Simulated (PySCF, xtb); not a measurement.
C4H4OSe, SMILES C=C1[Se]CC1=O.

Harmonic wavenumbers (cm⁻¹) from GFN2-xTB run with xtb at its own minimum, in rising order: 72, 234, 259, 387, 404, 500, 610, 634, 659, 791, 806, 877, 979, 1000, 1106, 1125, 1357, 1380, 1632, 1808, 2975, 2980, 3088, 3123.

Question: What does B3LYP-D3(BJ)/def2-SVP in PySCF give at its own minimum? (The exact figures need the calculation; the answer reports its results.)

Answer: 91, 250, 300, 403, 419, 561, 603, 678, 685, 778, 847, 912, 1052, 1055, 1151, 1174, 1388, 1409, 1684, 1872, 3083, 3142, 3156, 3247. Paired by order, the mean absolute difference is 50 cm⁻¹ and the zero-point energies are 41.2 and 42.8 kcal/mol.
